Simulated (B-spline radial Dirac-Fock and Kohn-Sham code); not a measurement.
**Two-hole binding energies of Fe⁷⁺**

System: the Fe⁷⁺ ion, [Ar] 3d1.

The run's input, task.json:

```json
{"items": [{
  "Z": 26,
  "q": 7,
  "cfg": [[1, 0, 2], [2, 0, 2], [2, 1, 6], [3, 0, 2], [3, 1, 6], [3, 2, 1]],
  "A": 56,
  "rrms": 3.7377,
  "do": ["binding", "quiet", "double"]
}]}
```

Launch: `python xray_run.py task.json out`

Model: multi-electron Dirac-Fock with separately optimised hole states, Breit and Lamb-shift corrections added in first order. Program: a radial finite-basis atomic code. U is the two-hole binding energy less the two single-hole energies, the effective repulsion of the holes after relaxation. Each two-hole energy is an average over J within one jj subconfiguration.

| holes | E(a) (eV) | E(b) (eV) | E(ab) (eV) | U (eV) |
| --- | --- | --- | --- | --- |
| 1s⁻¹ 2p1/2⁻¹ | 7282.9 | 896.6 | 8291.2 | 111.6 |
| 1s⁻¹ 2p3/2⁻¹ | 7282.9 | 884.4 | 8276.9 | 109.5 |
| 1s⁻¹ 3p1/2⁻¹ | 7282.9 | 206.5 | 7528.7 | 39.4 |
| 1s⁻¹ 3p3/2⁻¹ | 7282.9 | 204.6 | 7526.4 | 38.9 |
| 2s⁻² | 1024.4 | 1024.4 | ? | ? |
| 2s⁻¹ 2p3/2⁻¹ | 1024.4 | 884.4 | 1977.9 | 69.1 |
| 2p1/2⁻¹ 2p3/2⁻¹ | 896.6 | 884.4 | 1861.7 | 80.6 |
| 2p3/2⁻² | 884.4 | 884.4 | 1850.7 | 81.8 |
| 2s⁻¹ 3p1/2⁻¹ | 1024.4 | 206.5 | 1266.5 | 35.7 |
| 2p1/2⁻¹ 3s⁻¹ | 896.6 | 248.7 | 1181.5 | 36.1 |
| 2p3/2⁻¹ 3s⁻¹ | 884.4 | 248.7 | 1169.3 | 36.1 |
| 2p3/2⁻¹ 3p1/2⁻¹ | 884.4 | 206.5 | 1127.3 | 36.4 |
| 3p1/2⁻² | 206.5 | 206.5 | 442.6 | 29.6 |
| 3p1/2⁻¹ 3p3/2⁻¹ | 206.5 | 204.6 | 438.9 | 27.9 |

Problem. Give the missing two-hole energy and U.

Solution. E(ab) = 2123.6 eV and U = 74.8 eV.

Values without a named source are computed, but for edge energies of neutral atoms, which are taken from tables.
